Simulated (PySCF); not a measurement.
B(Cl)(OMe)(SH) (CH4BClOS), SMILES COB(S)Cl. Heavy atoms are numbered as in [B:1]([Cl:2])([O:3][CH3:4])[SH:8]. Hydrogens are named by the atom that carries them.

The structure is a stationary point at r2SCAN-D4/def2-SVP. Other conformers were not sampled.

These are HF/pcSseg-1 in PySCF values and carry that method's errors.

GIAO shieldings, no solvent; atoms alike by connectivity are averaged. δ = σ(ref) − σ: ¹¹B against BF3 (σ = 102.7 ppm); ³⁵Cl against HCl (σ = 958.2 ppm); ¹⁷O against H2O (σ = 333.0 ppm); ¹³C against TMS (σ = 192.6 ppm); ¹H against TMS (σ = 31.99 ppm); ³³S against H2S (σ = 725.2 ppm), references at their B3LYP-D3(BJ)/def2-TZVP geometries, non-relativistic (without spin–orbit terms, shifts of atoms bonded to Cl or Br come out too high).

Q: Estimate the chemical shifts. (The exact figures need the calculation; the answer reports its results.)

A: 
```tsv
nucleus	atoms	count	δ (ppm)
¹¹B	B1	1	31.0
³⁵Cl	Cl2	1	110.3
¹⁷O	O3	1	117.1
¹³C	C4 (CH3)	1	53.5
¹H	H on C4	3	3.94
¹H	H on S8	1	2.73
³³S	S8 (SH)	1	99.5
```
